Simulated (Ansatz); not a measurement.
One change: `C#C/N=C/O` becomes `O/C=N/[SiH2]Cl`.

Ansatz, PBE0-D4/def2-TZVP geometries, multiplicity 1. Each molecule was computed in one conformer, which needn't be the lowest.

```csv
property,`C#C/N=C/O`
size of the dipole moment (ωB97M-V/def2-TZVPP) / D,1.37
HOMO energy (ωB97M-V/def2-TZVPP) / eV,-9.24
HOMO energy (PBE0/def2-TZVPP) / eV,-7.11
HOMO–LUMO gap (PBE0/def2-TZVPP) / eV,6.22
LUMO energy (ωB97M-V/def2-TZVPP) / eV,1.28
HOMO–LUMO gap (PBE/def2-TZVPP) / eV,4.05
```

Q: Give the same properties after the change, and the shifts. (Best estimate.)

A: The calculation gave: 
```csv
property,`O/C=N/[SiH2]Cl`,shift
size of the dipole moment (ωB97M-V/def2-TZVPP) / D,1.50,0.13
HOMO energy (ωB97M-V/def2-TZVPP) / eV,-10.48,-1.24
HOMO energy (PBE0/def2-TZVPP) / eV,-8.16,-1.05
HOMO–LUMO gap (PBE0/def2-TZVPP) / eV,7.76,1.54
LUMO energy (ωB97M-V/def2-TZVPP) / eV,1.84,0.56
HOMO–LUMO gap (PBE/def2-TZVPP) / eV,5.26,1.21
```

With PBE0 the HOMO falls by 1.05 eV and the LUMO rises by 0.49 eV, so the gap widens by about 1.54 eV. PBE moves the HOMO by -0.81 eV and ωB97M-V by -1.24 eV. Dipoles are sizes alone; their direction can turn.
